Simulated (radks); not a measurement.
Task: The molybdenum ion Mo8+ is in [Ar] 3d10 4s2 4p(1/2: 2, 3/2: 2). Method: Dirac Kohn-Sham, PBE, spin-unpolarised, spherical densities, finite nucleus; Fermi nuclear charge, rms radius of each element as measured or else 0.836 A^(1/3) + 0.57 fm; computed with a radial shooting solver on a logarithmic mesh with Libxc functionals. Sub-shells are occupied by j as written (lower j first in brackets). One electron is removed from 4p3/2, 4p1/2, 3d5/2, 4s1/2 in turn, with full relaxation. Which removal costs least, and what does each cost?

Result: 4p3/2 164.56 eV; 4p1/2 167.95 eV; 4s1/2 194.98 eV; 3d5/2 374.87 eV. The 4p3/2 electron leaves first.
